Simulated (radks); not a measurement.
Values are calculated unless marked as measured or tabulated.
Species: the cerium ion Ce16+. Configuration: [Kr] 4d6 (the NIST ground configuration).

Code: a radial shooting solver on a logarithmic mesh with Libxc functionals. Model: scalar-relativistic Kohn-Sham, PBEsol, spin-unpolarised, spherical densities, finite nucleus; Fermi nuclear charge, rms radius 4.8771 fm.

Energy parts (eV):
part                      energy
total                 -238507.93
kinetic                252908.20
electron-nucleus      -563010.30
Hartree                 76853.68
exchange-correlation    -5259.50

Orbitals (lengths in bohr, moments of r in powers of bohr; <r^-3> diverges for s and p1/2; r(max) is where P^2 peaks; r(90%) holds 90 % of the orbital's charge):
orbital  occ.  eigenvalue (eV)      <r^4>  r(90%)   r(max)  <r^-3>
1s          2        -40607.23  1.778e-06  0.0443  0.01575       -
2s          2        -6802.034  0.0002929   0.163  0.08909       -
2p          6        -6130.980  0.0002143   0.150  0.07168    7972
3s          2        -1734.781    0.01176   0.408   0.2544       -
3p          6        -1521.249    0.01223   0.413   0.2488    1607
3d         10        -1218.954    0.01003   0.394   0.2045   220.9
4s          2        -602.0468     0.2549   0.875   0.5823       -
4p          6        -529.1284     0.3106   0.921   0.6036   388.4
4d          6        -423.6394     0.4084   0.992   0.6219   47.73
4f          0        -308.0760     0.5521    1.08   0.5893   8.457
5s          0        -290.3600      3.173    1.63    1.162       -
5p          0        -262.3511      4.002    1.73    1.230   127.3

The highest occupied level is 4d at -423.64 eV. Summed over all electrons, <r^2> = 8.299 bohr^2, which gives a Langevin (diamagnetic) susceptibility term of -6.57 x 10^-6 cm^3/mol. The electron density at the nucleus is 3.971e+05 e/bohr^3 (large components only).
